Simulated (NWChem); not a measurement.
C₄H₂ClF; SMILES C#C/C(F)=C\Cl

Computed with NWChem. The geometry was optimised at PBE0/def2-SVP. Total energies compare along this basis series because the functional is fixed.

| level | basis functions | energy (Ha) | highest occupied level (eV) | orbital gap (eV) | dipole (D) |
|---|---|---|---|---|---|
| PBE0/cc-pVDZ | 98 | -713.1502 | [?] | [?] | 0.61 |
| PBE0/aug-cc-pVDZ | 160 | -713.1680 | -7.18 | 5.71 | 0.61 |
| PBE0/cc-pVTZ | 212 | -713.2415 | -7.12 | 5.75 | 0.58 |

### Question
Fill in the missing entries.

### Answer

- PBE0/cc-pVDZ, highest occupied level (eV): -7.01
- PBE0/cc-pVDZ, orbital gap (eV): 5.80
